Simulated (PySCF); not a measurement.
# AsPb: one state, many levels of theory

State: ²Π (doublet), unpaired electrons π ↑. Set-up: basis As def2-SVP, Pb def2-SVP with ECP60; scalar-relativistic core potentials; PySCF 2.14. De refers to As + Pb in their high-spin ground configurations, without counterpoise correction. The functionals are run spin-unrestricted. A positive dipole means As(−)Pb(+). Levels whose curve was spin-contaminated or gave no clean fit are not listed.

| Level | Re (Å) | ωe (cm⁻¹) | De (eV) | μ (D) | CPU s a point (SCF and correlation, without the integrals) |
| --- | --- | --- | --- | --- | --- |
| PBE | 2.555 | 240 | 2.74 | 2.15 | 0.4 |
| PW91 | 2.553 | 241 | 2.78 | 2.12 | 0.32 |
| TPSS | 2.546 | 243 | 2.64 | 2.37 | 0.55 |
| r²SCAN | 2.533 | 241 | 2.40 | 2.40 | 0.51 |
| PBE0 | 2.521 | 247 | 2.34 | 2.42 | 0.77 |
| B97-3 | 2.537 | 247 | 2.51 | 2.60 | 0.42 |
| HSE06 | 2.525 | 249 | 2.45 | 2.35 | 0.97 |

Task: What does a quarter of exact exchange do here, going from PBE to PBE0?

Result: PBE0 less PBE: -3.4 pm in Re, +2.9 % in ωe, -0.40 eV in De. Exact exchange removes part of the self-interaction that spreads semilocal densities, and in most molecules shortens and stiffens the bond and lowers De; so it does here.

Task: What does the step from GGA to meta-GGA do here, going from PBE to r²SCAN?

Result: r²SCAN less PBE: -2.2 pm in Re, +0.4 % in ωe, -0.34 eV in De. 

Spin–orbit coupling is left out, which matters for elements this heavy, above all for dissociation energies. The state is the lowest determinant that a PBE0 search found; another state may lie lower at other levels.

The whole job (state search and all levels along the bond) took about 2.1 min on 1 thread of AMD EPYC 9R45 96-Core (shared host), peak memory 0.79 GiB.
